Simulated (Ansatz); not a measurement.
AlClH$_{6}$O$_{2}$Si$_{2}$ (`[SiH3][O][Al]([Cl])[O][SiH3]`), relaxed with RKS PBE-D4/def2-SVP in Ansatz 0.2.0 from a rough embedded geometry. The force threshold is 0.03 eV/Å; the program also tests the step.

Charge 0, multiplicity 1.

Start:

```xyz
12

Si    0.842   -1.351   -1.435
O     0.688   -1.983    0.132
Al   -0.587   -0.969    0.924
Cl   -2.798   -1.461    0.706
O    -0.160    0.434    2.048
Si   -0.204    1.872    1.058
H     1.521    0.003   -1.369
H     1.775   -2.195   -2.185
H    -0.388   -1.231   -2.204
H    -1.517    1.981    0.347
H    -0.046    3.032    1.901
H     0.873    1.868    0.077
```

Question: How much energy does the relaxation release, and in how many steps? (Estimate.)

Answer: The calculation gave: 127.12 kJ/mol, in 26 steps, 3 of them rejected.

Question: Which bonds change most? (Estimate.)

Answer: Computed: Al3–Cl4 from 2.276 to 2.094 Å; Al3–O5 from 1.848 to 1.692 Å; O2–Al3 from 1.812 to 1.692 Å; O5–Si6 from 1.746 to 1.664 Å.

Question: Give the relaxed structure. (Best estimate.)

Answer: Ansatz gave: 
```xyz
12

Si    1.026   -1.824   -1.913
O     0.060   -1.447   -0.612
Al   -0.828   -0.818    0.685
Cl   -2.114   -2.084    1.748
O    -0.705    0.806    1.144
Si   -0.419    2.423    1.411
H     2.006   -0.711   -2.177
H     1.791   -3.088   -1.630
H     0.176   -2.025   -3.137
H    -1.577    3.236    0.900
H    -0.251    2.675    2.884
H     0.834    2.857    0.698
```
